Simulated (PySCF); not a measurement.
## Co (cobalt, neutral) across methods

[Ar] 3d7 4s2, high-spin 4F determinant. All numbers are calculated (PySCF 2.14, scalar relativity by spin-free X2C-1e, in aug-cc-pVTZ-DK (8s7p5d3f2g, 93 functions)).

| method | E (hartree) | mean ε 3d β (eV) | mean ε 4s α (eV) | mean ε 4s β (eV) | Σ⟨r²⟩ (bohr²) | ⟨S²⟩ |
| --- | --- | --- | --- | --- | --- | --- |
| UHF | -1391.88171 | -15.431 | -7.775 | -7.040 | 38.94 | 3.760 |
| PBE | -1393.011 | -7.115 | -5.723 | -5.140 | 37.22 | 3.756 |
| LDA | -1390.585 | -7.083 | -5.929 | -5.360 | 36.84 | 3.756 |
| HSE06 | -1393.037 | -8.897 | -6.078 | -5.481 | 37.14 | 3.756 |
| r2SCANh | -1393.203 | -8.301 | -6.181 | -5.571 | 37.11 | 3.759 |
| r2SCAN | -1393.217 | -7.455 | -5.925 | -5.314 | 37.07 | 3.760 |
| LC-wPBE | -1393.047 | -12.055 | -8.644 | -7.975 | 37.11 | 3.756 |
| B3LYP | -1393.298 | -8.984 | -6.312 | -5.819 | 37.20 | 3.755 |
| PBE0 | -1393.018 | -9.308 | -6.401 | -5.813 | 37.27 | 3.756 |
